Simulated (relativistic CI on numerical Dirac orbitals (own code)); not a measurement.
**One change at a time: Ce7+**

Base calculation: Dirac-Coulomb-Breit CI, KLI orbitals optimised for each configuration, model QED, unscaled Slater integrals.

CI space (outside the closed core [Kr] 4d10): 5s2.5p3, 5s2.5p2.4f, 5s.5p4, 5s2.5p2.5d, 5p5, 5s.5p2.4f2, 5s2.5p.4f.5d, 5s.5p3.4f, 5s.5p3.5d, 5s2.5p2.5f, 5p4.4f, 5s2.5p.4f.6s, 5s2.5p2.5g, 5s2.5p2.6s, 5s.5p3.5f, 5s2.5p2.6p, 5p4.5d, 5s.5p3.5g, 5p3.4f.5d, 5s.5p2.5d2, 5s2.5p.4f.5g, 5s2.5p2.6d, 5p4.6s, 5s.5p2.4f.5f, 5s.5p3.6s, 5s2.5p.5d.5f, 5s2.5p.4f2, 5s2.4f3, 5s2.4f2.5d, 5s.5p.4f3, 5s.5p.4f2.5d, 5s2.4f2.5f, 5p3.4f2, 5p2.4f3, 5p2.4f2.5d, 5p2.4f2.5f, 5s2.5p.5d2, 5s2.4f.5d2, 5s2.5d3, 5s.5p.4f.5d2, 5s.5p.5d3, 5s2.5d2.5f, 5s.5p2.4f.6s, 5s.5p.4f2.6s, 5s.5p.4f.5d.6s, 5p2.4f2.6s, 5p2.4f.5d.6s, 5s.5p.4f.5f.6s. Double excitations out of closed p, d and f shells are left out; levels of such configurations are missing from the list, as are those of other unlisted configurations, and high levels can miss mixing partners. These lack a partner that the ground configuration has and come out too high: 5s2.5p2.5g, 5s2.5p2.6s, 5s.5p3.5f, 5s2.5p2.6p, 5s.5p3.5g.

Variants: (1) configuration mixing switched off. Shifts of the energy above 5s2.5p3 4S°_3/2, in cm⁻¹, for the lowest level and the first level of each name with at least 55 % of one term (blank where a level changes its place among those of its configuration and J or its character, or is not in the variant):

```tsv
Level	Base	Δ(1)
5s2.5p3 4S°_3/2	0.0	0.0
5s2.5p3 2D°_3/2	23105.1	+2799.3
5s2.5p3 2D°_5/2	31182.9	+4354.4
5s2.5p3 2P°_1/2	47354.1	+4696.8
5s2.5p3 2P°_3/2	66899.7	+5604.2
5s2.5p2.4f 4G°_7/2	98418.1	
5s2.5p2.4f 2G°_7/2	101573.7	-7187.3
5s2.5p2.4f 4G°_9/2	102014.2	-8112.7
5s2.5p2.4f 2G°_9/2	107333.6	-7002.3
5s2.5p2.4f 4G°_11/2	109886.4	-7698.3
5s2.5p2.4f 4D°_1/2	110975.4	-7362.0
5s2.5p2.4f 2D°_3/2	119509.0	-9487.6
5s2.5p2.4f 2H°_11/2	141182.5	-5816.7
5s2.5p2.4f 2H°_9/2	142096.1	-5726.2
```

At this charge configurations can still be misplaced by up to about 7 % of their energy. Levels and lines within the n = 5 or 6 shells can be off by up to 10 % or somewhat more, and those that change n by about 2 %, since core polarisation is missing. Levels that differ in their count of f electrons can be misplaced by several ten thousand cm⁻¹, since the correlation energy of f electrons is missing or only estimated; rates across such gaps can be off by orders of magnitude.

Ionisation energy from the two ground configurations alone: base 106.489 eV. The NIST ASD value (theoretical) is 106 eV.

LS names give the leading component of a level, which can be under half, so a name can repeat, a term be missing and a line seem to break the LS rules.
